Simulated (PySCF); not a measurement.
## GeBi and its ions

r²SCAN; PySCF, scalar-relativistic core potentials, basis sets Ge cc-pVDZ-PP with ECP10, Bi cc-pVDZ-PP with ECP60. Neutral (UKS): doublet (π ↑), Re = 2.538 Å, ωe = 240 cm⁻¹, De = 2.31 eV, HOMO -5.08 eV, LUMO -4.58 eV.

GeBi⁺ (UKS): triplet (π ↑↑), Re = 2.689 Å, ωe = 207 cm⁻¹. The energies at the minima are -509.20115 hartree for GeBi and -508.92391 for GeBi⁺.

Problem. Work out the adiabatic ionisation energy, without and with harmonic zero-point energies (1 hartree = 27.2114 eV, 1 eV = 8065.5 cm⁻¹), and the change of the bond length.

Solution. At r²SCAN: 0.27724 hartree = 7.544 eV between the minima; the zero-point term (207.0 − 240.0)/2 cm⁻¹ = -0.002 eV makes it 7.542 eV. Re changes by +15.1 pm against the neutral. The electron leaves a π orbital, and the longer bond of the ion fits a bonding orbital, or a change in how ionic the bond is.

Spin–orbit coupling is left out, which matters for elements this heavy, above all for dissociation energies. States were picked by a PBE0 search and need not be the measured ground states.
